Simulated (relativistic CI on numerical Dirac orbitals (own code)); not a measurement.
Radial parameters of Tl⁷⁰⁺

Computed by Dirac-Coulomb-Breit CI, separate exchange-only KLI orbitals for each configuration, a model potential for QED, unscaled Slater integrals (own radial code, finite nucleus).

Slater integrals F^k, G^k are unscaled and averaged over j, outside the closed core [Ne]; ζ comes from projecting the Hamiltonian with its Breit term on Σ l·s of the shell.

- 3p: ζ(3p) = 3.0935e+06 cm⁻¹; <r>(3p) = 0.1594, <r^2>(3p) = 0.02953 (bohr units).
- 3d: ζ(3d) = 414020 cm⁻¹; <r>(3d) = 0.1413, <r^2>(3d) = 0.02298 (bohr units).
- 4p: ζ(4p) = 1.2675e+06 cm⁻¹; <r>(4p) = 0.3005, <r^2>(4p) = 0.103 (bohr units).

Averages of the first 10 configurations, taken without configuration mixing, which lowers the lowest level and can move excited configurations by several eV; other configurations of the list can lie among them:

```json
{"Configuration": "3s", "Parity": "even", "States": "2", "Average energy above the lowest level (eV)": "0.1"}
{"Configuration": "3p", "Parity": "odd", "States": "6", "Average energy above the lowest level (eV)": "568.7"}
{"Configuration": "3d", "Parity": "even", "States": "10", "Average energy above the lowest level (eV)": "1046.7"}
{"Configuration": "4s", "Parity": "even", "States": "2", "Average energy above the lowest level (eV)": "4059.3"}
{"Configuration": "4p", "Parity": "odd", "States": "6", "Average energy above the lowest level (eV)": "4292.7"}
{"Configuration": "4d", "Parity": "even", "States": "10", "Average energy above the lowest level (eV)": "4483.8"}
{"Configuration": "4f", "Parity": "odd", "States": "14", "Average energy above the lowest level (eV)": "4560.9"}
{"Configuration": "5s", "Parity": "even", "States": "2", "Average energy above the lowest level (eV)": "5862.1"}
{"Configuration": "5p", "Parity": "odd", "States": "6", "Average energy above the lowest level (eV)": "5979.3"}
{"Configuration": "5d", "Parity": "even", "States": "10", "Average energy above the lowest level (eV)": "6074.7"}
```
